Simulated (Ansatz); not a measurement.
A nudged elastic band was laid between two geometries of CH₉AlOSi₂ (14 atoms, charge 0, multiplicity 1).

Level of theory: Ansatz 0.2.0, RKS B3LYP-D4/def2-SVP.

```json
{
  "movable images": "5",
  "climbing image": "yes",
  "spring": "5.0 eV/Å²",
  "optimiser": "quadratic models (default)",
  "start path": "through a guess of the saddle point",
  "force threshold": "0.03 eV/Å",
  "iteration limit": "48",
  "end points": "relaxed"
}
```

Initial state:

```xyz
14
Properties=species:S:1:pos:R:3
C -1.698 1.591 0.526
Al -0.177 0.377 0.357
Si 1.576 0.076 2.050
O -0.040 -0.573 -1.057
Si 0.086 -1.533 -2.393
H -2.074 1.926 -0.455
H -1.464 2.481 1.134
H -2.531 1.070 1.033
H 2.080 -1.332 2.100
H 2.753 0.956 1.755
H 1.098 0.437 3.422
H 0.844 -2.780 -2.074
H 0.802 -0.806 -3.484
H -1.269 -1.918 -2.887
```

Final state:

```xyz
14
Properties=species:S:1:pos:R:3
C -1.785 1.565 0.704
Al 0.129 1.377 0.329
Si 1.363 -0.398 1.407
O 0.566 -0.421 -0.261
Si 0.457 -1.530 -1.537
H -2.358 1.740 -0.224
H -1.977 2.429 1.365
H -2.206 0.673 1.197
H 0.979 2.435 -0.491
H 2.782 -0.797 1.123
H 0.770 -1.597 2.090
H -0.188 -2.776 -1.036
H 1.825 -1.831 -2.039
H -0.371 -0.897 -2.600
```

Which bonds break or form, and what moves?

Bonds broken: Si3–H9. Bonds formed: Al2–H9, Si3–O4.

Give the energies along the band, and the barrier.

The run converged. The highest image is number 4 of 0 to 6, 177.1 kJ/mol above the first end and 101.4 kJ/mol above the last; the last end lies 75.7 kJ/mol above the first. Neighbouring images differ by up to 1.6 eV, so the band resolves the path poorly. A vibrational analysis at the climbing image gives one clearly imaginary mode, 318i cm⁻¹: a first-order saddle point. The orbitals stay closed-shell, which can raise the energy where a bond breaks towards radicals; this wasn't checked here.

| image | path coordinate (Å) | energy (kJ/mol) | Si3–H9 (Å) | Al2–H9 (Å) | Si3–O4 (Å) |
| --- | --- | --- | --- | --- | --- |
| 0 | 0.00 | 0.0 | 1.50 | 3.33 | 3.56 |
| 1 | 2.11 | 0.1 | 1.50 | 3.33 | 3.57 |
| 2 | 4.22 | 0.2 | 1.50 | 3.30 | 3.53 |
| 3 | 6.34 | 24.4 | 1.51 | 2.87 | 3.17 |
| 4 | 8.45 | 177.1 | 2.64 | 1.62 | 2.76 |
| 5 | 10.12 | 97.5 | 3.14 | 1.58 | 1.91 |
| 6 | 11.79 | 75.7 | 3.43 | 1.59 | 1.85 |

What is the geometry of the highest image?


```xyz
14
Properties=species:S:1:pos:R:3:forces:R:3
C -1.801 1.695 0.550 0.00 0.00 -0.01
Al 0.011 1.039 0.261 0.00 0.00 0.00
Si 1.544 -0.326 1.731 -0.01 0.00 0.00
O 0.396 -0.314 -0.780 -0.02 0.00 0.00
Si 0.103 -1.698 -1.636 0.01 0.00 0.00
H -2.162 2.255 -0.331 0.00 0.00 0.00
H -1.857 2.377 1.415 0.00 0.00 0.00
H -2.509 0.868 0.725 0.00 0.00 0.00
H 1.367 1.915 0.349 0.00 0.00 0.00
H 2.869 0.266 2.153 0.01 0.00 0.00
H 1.993 -1.703 1.303 0.00 0.00 0.00
H -0.163 -2.842 -0.711 0.00 0.00 0.00
H 1.285 -2.037 -2.481 0.00 0.00 0.00
H -1.089 -1.523 -2.520 0.00 0.00 0.00
```

The run took 9.2 min on 2 threads of Arm Neoverse V2 (shared host), peak memory 0.32 GiB.
